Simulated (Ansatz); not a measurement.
F$_{2}$HOSSi, SMILES `O[Si](F)(F)[S]` radical, one more setting.

```yaml
crystal:
  periodic: [false, false, false]
  atoms:
    - {symbol: O, position_ang: [-0.656246, 0.076057, 1.125347]}
    - {symbol: Si, position_ang: [0.329441, -0.113839, -0.139954]}
    - {symbol: F, position_ang: [1.778356, -0.197244, 0.468863]}
    - {symbol: F, position_ang: [0.085155, -1.468126, -0.917473]}
    - {symbol: S, position_ang: [0.097609, 1.437354, -1.543072]}
    - {symbol: H, position_ang: [-1.592215, 0.201798, 0.960189]}
basis:
  gaussian: {orbitals: def2-TZVPP}
magnetization: {spin_polarized: true, initial_magnetization: 1}
hamiltonian: {xc: {name: PBE0}, dispersion: d3bjatm}
```

```sh
$ ansatz run in.yaml --threads 4 --pin off --events-out ev --progress --plain --max-ram 10444MiB
```

Output, abridged:

```
Functional definition: PBE0
1128 factors; their error is unknown
mean field evaluation 1: about -26198.4296 eV, gradient 4.6e1 eV
mean field evaluation 2: about -26178.4487 eV, gradient 8.2e1 eV
mean field evaluation 4: about -26204.4162 eV, gradient 4.5e0 eV
mean field evaluation 8: about -26204.4850 eV, gradient 1.9e-1 eV
mean field evaluation 16: about -26204.5388 eV, gradient 2.2e-2 eV
mean field evaluation 32: about -26204.5390 eV, gradient 2.7e-5 eV
mean field -26204.53896727 eV, -962.9990449726 hartree, gradient 9.1e-6 eV, S^2 0.755000; 2 other end points of the search recorded, 0 dependent functions left out
reference -26204.53899098 eV, -962.9990458439 hartree; 29, 28 occupied and 162, 163 virtual orbitals, 1128 factors
Total energy: -26204.65174381 eV, -963.0031894343 hartree
```

Run time 9.5 s (4 threads of an Arm Neoverse V2 on a shared host); peak host memory 0.84 GiB.
